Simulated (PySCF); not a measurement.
Species: Mo(CH)(NH2)3, CH7MoN3 (singlet state).
Bonds: Mo1–C2, Mo1–N4, Mo1–N7, Mo1–N10. Hydrogens: H3 on C2; H5, H6 on N4; H8, H9 on N7; H11, H12 on N10.

Computed by this run: PBE0-D3(BJ)/def2-SVP geometry optimisation, gas phase, def2 core potentials past Kr (PySCF); density fitting, grid level 1; the optimiser is geomeTRIC in internal coordinates, started from a GFN2-xTB structure with every atom displaced at random (about 0.03 Å).

Step 1: E = -7466.5488 eV
```
atom  x, y, z in Å  |  force x, y, z in eV/Å
Mo1     0.0190   -0.0068    0.0951   -0.089  -0.870  -3.253
C2      0.0079    0.0155    1.7480    0.135   0.043   3.480
H3      0.0032    0.0135    2.8446   -0.013   0.018  -0.087
N4      1.8861   -0.0111   -0.4041    0.435  -0.097   0.204
H5      2.1953   -0.0489   -1.3712    0.002   0.019  -0.090
H6      2.6876   -0.0216    0.2147    0.090   0.007  -0.012
N7     -0.8744    1.5986   -0.3848   -0.577   1.050  -0.315
H8     -1.2617    2.3565    0.1681    0.016  -0.076   0.003
H9     -1.0122    1.7956   -1.3779   -0.002   0.043   0.084
N10    -0.9932   -1.6043   -0.3531   -0.058  -0.308  -0.154
H11    -1.1338   -1.8297   -1.3401    0.002   0.015   0.101
H12    -1.4081   -2.3400    0.2118    0.059   0.155   0.038
```

Step 2: E = -7466.6676 eV
```
atom  x, y, z in Å  |  force x, y, z in eV/Å
Mo1     0.0109   -0.0074    0.0600   -0.124  -0.038   0.950
C2      0.0178    0.0085    1.7936    0.031  -0.018  -0.952
H3      0.0218    0.0072    2.8927   -0.005   0.014  -0.161
N4      1.9045   -0.0286   -0.4074    0.196  -0.069   0.485
H5      2.2328   -0.0651   -1.3679   -0.011   0.012  -0.147
H6      2.7081   -0.0431    0.2256   -0.339   0.012  -0.236
N7     -0.9053    1.6432   -0.4113    0.033  -0.062  -0.268
H8     -1.2880    2.3807    0.1689    0.006  -0.033   0.059
H9     -1.0518    1.8720   -1.3998    0.029  -0.027   0.241
N10    -0.9919   -1.6256   -0.3743    0.107   0.023   0.057
H11    -1.1453   -1.8806   -1.3488    0.000   0.016  -0.049
H12    -1.3981   -2.3439    0.2198    0.079   0.170   0.023
```

Step 3: E = -7466.6908 eV
```
atom  x, y, z in Å  |  force x, y, z in eV/Å
Mo1     0.0104   -0.0093    0.0534   -0.037   0.197   0.101
C2      0.0151    0.0093    1.7667    0.001  -0.025  -0.146
H3      0.0167    0.0127    2.8613    0.000   0.013  -0.007
N4      1.9029   -0.0378   -0.3953    0.044  -0.057   0.092
H5      2.2183   -0.0734   -1.3635    0.017   0.012   0.013
H6      2.7009   -0.0535    0.2332   -0.073   0.007  -0.081
N7     -0.9057    1.6444   -0.4136    0.008  -0.007  -0.064
H8     -1.2868    2.3691    0.1838    0.010  -0.037   0.069
H9     -1.0600    1.9000   -1.3891    0.027  -0.038   0.029
N10    -0.9785   -1.6231   -0.3756   -0.018  -0.147  -0.074
H11    -1.1380   -1.8952   -1.3454    0.015   0.035   0.003
H12    -1.3798   -2.3260    0.2349    0.007   0.046   0.065
```

**Question.** Estimate the geometry and energy of step 4. (The exact step hangs on the optimiser's Hessian estimate; all steps are aligned on step 3, rigid shifts and turns removed.)

**Answer.** E = -7466.6941 eV, largest force 0.088 eV/Å
```
atom  x, y, z in Å  |  force x, y, z in eV/Å
Mo1     0.0076   -0.0038    0.0438    0.026  -0.029  -0.046
C2      0.0124    0.0121    1.7526   -0.012  -0.001   0.052
H3      0.0142    0.0183    2.8466    0.002   0.005   0.013
N4      1.9017   -0.0425   -0.3943    0.007  -0.028  -0.010
H5      2.2259   -0.0757   -1.3597   -0.002   0.010   0.006
H6      2.6948   -0.0596    0.2364    0.005   0.005   0.004
N7     -0.9069    1.6472   -0.4130   -0.038   0.078  -0.018
H8     -1.2868    2.3600    0.1997    0.004  -0.022   0.017
H9     -1.0621    1.9127   -1.3843    0.005  -0.002  -0.010
N10    -0.9749   -1.6266   -0.3785    0.003  -0.052  -0.043
H11    -1.1369   -1.9070   -1.3451    0.001   0.011   0.010
H12    -1.3735   -2.3179    0.2467   -0.001   0.024   0.026
```

The energy changes by -0.0032 eV. The first-order estimate −F·Δx gives -0.0054 eV and the mean of the old and new forces, exact on a quadratic surface, -0.0031 eV. The step makes an angle of 70° with the force vector and moves no atom by more than 0.018 Å.

The cost below is that of the whole optimisation. Time: 48 s; peak memory 0.49 GiB. Hardware: one thread of an Arm Neoverse V2, shared host with 96 logical CPUs at a one-minute load of 18.
